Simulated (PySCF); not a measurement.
**Be2 at RHF-CCSD(T)**

Computed with RHF-CCSD(T); basis Be pcseg-2; no relativity; PySCF 2.14.

- state: ¹Σg⁺ (singlet), closed shell
- bond length: 2.549 Å
- harmonic wavenumber: 154 cm⁻¹
- force constant: 0.0633 mdyn/Å
- rotational constant Be: 0.5759 cm⁻¹
- anharmonicity ωexe: 76.3 cm⁻¹
- vibration–rotation constant αe: 0.114 cm⁻¹
- well depth De to Be + Be: -0.05 eV
- dissociation energy D0: -0.06 eV

Correlated steps freeze no core orbitals. The bond is weak. Basis-set superposition, not corrected here, can be much of De in a small basis, most of all at correlated wavefunction levels. A negative De means that the minimum lies above the separated atoms at that level.
